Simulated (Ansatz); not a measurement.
Total energies of Si20AsH28⁻ from Ansatz at BLYP-D4/def2-SVP, gas phase (1 Eh = 27.2114 eV = 2625.5 kJ/mol). The reference geometry is relaxed at PBE-D4/def2-SVP.

```xyz
49

As   -4.441    0.344    1.133
Si   -0.729    0.980    3.471
Si   -2.401    3.518    0.003
Si   -3.216    0.796   -2.568
Si   -1.204   -0.660    0.355
Si   -0.678   -1.778   -3.658
Si    0.371    1.532   -1.994
Si    1.375   -3.566   -1.038
Si    0.599    2.278    2.009
Si    2.731    0.106    4.105
Si    2.729   -0.412    0.319
Si    0.783   -2.708    2.634
Si    2.997   -0.928   -3.406
Si   -3.985    1.905   -0.644
Si    0.584   -0.883    4.113
Si   -0.128    2.904   -0.135
Si   -1.184   -0.225   -1.967
Si    0.855   -1.824    0.460
Si    1.446   -2.694   -3.228
Si    2.563    0.694   -1.753
Si    2.704    1.205    2.020
H    -5.974    0.519    0.920
H    -4.439   -0.863    0.176
H    -2.167    0.738    3.115
H    -0.731    1.795    4.760
H    -2.697    4.009    1.405
H    -2.613    4.711   -0.911
H    -4.259   -0.224   -2.975
H    -3.090    1.771   -3.722
H    -2.033   -1.955    0.369
H    -1.704   -2.890   -3.656
H    -0.701   -1.177   -5.049
H     0.331    2.413   -3.227
H     0.311   -4.642   -1.009
H     2.690   -4.249   -0.722
H     0.828    3.599    2.727
H     2.906    1.090    5.240
H     3.839   -0.915    4.217
H     4.031   -1.184    0.365
H    -0.411   -3.625    2.773
H     1.998   -3.506    3.060
H     2.912   -0.335   -4.796
H     4.409   -1.448   -3.245
H    -5.266    2.666   -0.929
H     0.207   -1.329    5.511
H     0.616    4.212   -0.366
H     1.813   -3.761   -4.241
H     3.585    1.808   -1.866
H     3.837    2.192    1.845
```

| state | geometry | energy (Eh) |
| --- | --- | --- |
| charge -1 singlet | reference | -8040.83237 |
| charge 0 doublet | reference | -8040.70012 |
| charge -1 triplet | relaxed at PBE-D4/def2-SVP | -8040.75944 |

Single mean-field runs in def2-SVP are fitted with def2-universal-jkfit.

(1) Work out the vertical ionisation energy to the doublet.

(2) Which of the charge -1 states is lowest, and how far above it are the others?

(1) E(charge 0 doublet) − E(charge -1 singlet) = -8040.70012 − (-8040.83237) = 0.13225 Eh = 3.60 eV. For comparison, −ε of the highest occupied level is 1.71 eV at this level, 1.89 eV less.

(2) The singlet. triplet: -8040.75944 − (-8040.83237) = 0.07293 Eh = 191.5 kJ/mol.

At BLYP-D4/def2-SVP the highest occupied level of the charge -1 triplet lies above zero (up to 0.09 eV). The electron is either unbound and held by the finite basis, or the level is raised by self-interaction error.
